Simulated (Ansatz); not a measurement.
Potential energy surface of H2N (cation, charge +1), triplet: map of symmetric stretch and bend. Scanned: N-H bond length and H-N-H angle.

Cartesian coordinates as functions of the variables (Å; names that start with a are angles):
```
N  0  0  0
H  r*sin(a/2)  0  r*cos(a/2)
H  -r*sin(a/2)  0  r*cos(a/2)
```

Calculation: unrestricted B3LYP/def2-SVP (Ansatz, a program for electronic structure).

Energy in kcal/mol above the lowest grid point; x is the N-H bond length (Å), y the H-N-H angle (°).

| y \ x | 0.88 | 0.93 | 0.98 | 1.02 | 1.08 | 1.12 | 1.18 | 1.25 | 1.28 | 1.34 | 1.39 |
|---|---|---|---|---|---|---|---|---|---|---|---|
| 180 | 34.1 | 14.5 | 3.9 | 0.2 | 0.7 | 3.9 | 11.8 | 24.0 | 29.8 | 42.2 | 52.9 |
| 168.89 | 34.1 | 14.4 | 3.8 | 0.1 | 0.6 | 3.7 | 11.6 | 23.7 | 29.6 | 42.0 | 52.6 |
| 160.59 | 34.2 | 14.4 | 3.7 | 0.0 | 0.3 | 3.5 | 11.3 | 23.4 | 29.3 | 41.6 | 52.3 |
| 148.59 | 34.9 | 15.0 | 4.1 | 0.2 | 0.4 | 3.5 | 11.2 | 23.2 | 29.0 | 41.4 | 52.0 |
| 139.33 | 36.3 | 16.2 | 5.2 | 1.3 | 1.3 | 4.3 | 11.8 | 23.7 | 29.5 | 41.8 | 52.4 |
| 127.68 | 40.0 | 19.7 | 8.5 | 4.3 | 4.1 | 7.0 | 14.3 | 26.0 | 31.7 | 43.8 | 54.3 |
| 120.36 | 43.8 | 23.3 | 11.9 | 7.6 | 7.2 | 10.0 | 17.1 | 28.6 | 34.2 | 46.2 | 56.6 |
| 109.19 | 52.4 | 31.5 | 19.7 | 15.1 | 14.4 | 16.9 | 23.7 | 34.8 | 40.3 | 52.0 | 62.1 |
| 98.15 | 64.8 | 43.3 | 31.0 | 26.1 | 24.9 | 27.0 | 33.4 | 44.0 | 49.3 | 60.6 | 70.4 |
| 92.03 | 73.6 | 51.8 | 39.1 | 34.0 | 32.3 | 34.3 | 40.3 | 50.6 | 55.8 | 66.7 | 76.3 |
| 82.44 | 90.5 | 68.1 | 54.8 | 49.2 | 46.9 | 48.3 | 53.8 | 63.4 | 68.2 | 78.7 | 87.9 |
| 70 | 119.2 | 95.7 | 81.4 | 75.0 | 71.5 | 72.3 | 76.7 | 84.8 | 87.8 | 92.8 | 98.0 |

Points that lie below all their neighbours on the grid: x = 1.02, y = 160.59 (0.0 kcal/mol).
